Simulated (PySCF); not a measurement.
Isomers of C4H6Cl3 (doublet state), one GFN2-xTB conformer each. Single-point energies are computed at B3LYP/pcH-1 (PySCF, gas phase, no added dispersion term), electronic only. GFN2-xTB treats the open shell by occupation alone, and not every SCF solution was tested for stability.

```
            SMILES  GFN2-xTB relative energy (kJ/mol)
 C[CH]CC(Cl)(Cl)Cl                               40.8
C[C](C)C(Cl)(Cl)Cl                                0.0
```

Conformers: `[CH3:1][CH:2][CH2:3][C:4]([Cl:5])([Cl:6])[Cl:7]` (doublet state) with C1–C2–C3–C4 -92°.

What does B3LYP/pcH-1 give for the same structures?

| SMILES | B3LYP/pcH-1 E (Eh) | B3LYP/pcH-1 (kJ/mol) | GFN2-xTB (kJ/mol) | point group |
| --- | --- | --- | --- | --- |
| C[C](C)C(Cl)(Cl)Cl | -1536.59489 | 0.0 | 0.0 | near Cs |
| C[CH]CC(Cl)(Cl)Cl | -1536.58998 | 12.9 | 40.8 | C1 |

Both levels put the same isomer lowest. Neighbours under 21 kJ/mol apart (C[C](C)C(Cl)(Cl)Cl and C[CH]CC(Cl)(Cl)Cl) can change places with a better method, another conformer or zero-point energy.

As an exercise, what shares would exp(−E/RT) give at 1000 K from these electronic energies alone (no entropy, no degeneracies)?

RT = 8.314 kJ/mol: C[C](C)C(Cl)(Cl)Cl 82.5 %, C[CH]CC(Cl)(Cl)Cl 17.5 %.
